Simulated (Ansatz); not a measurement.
`C[O][AlH][GeH3]` + acetylene → `C#[C][AlH][GeH3]` + CH₃OH  (formal exchange of groups at the Al–O bond)

Gas-phase electronic energies from Ansatz, PBE0-D4/def2-TZVP geometries. CBS: MP2 limit from def2 TZ/QZ plus the TZ coupled-cluster correction, frozen cores. This one scheme is used for every species. For Ge outer-core shells are correlated without core-valence functions, which leaves a few kJ/mol of doubt a bond. Scalar relativity is left out up to krypton. One conformer a species, not always the lowest.

| species | CCSD(T)/CBS(def2) energy (Eh) |
| --- | --- |
| `C[O][AlH][GeH3]` | -2435.59340 |
| `C#C` | -77.22717 |
| `C#[C][AlH][GeH3]` | -2397.17485 |
| CH₃OH | -115.61712 |

Work out ΔE.

ΔE = (-2397.17485) + (-115.61712) − (-2435.59340) − (-77.22717) = 0.02860 Eh = +17.9 kcal/mol.

Largest T1 diagnostic among the species: 0.013.
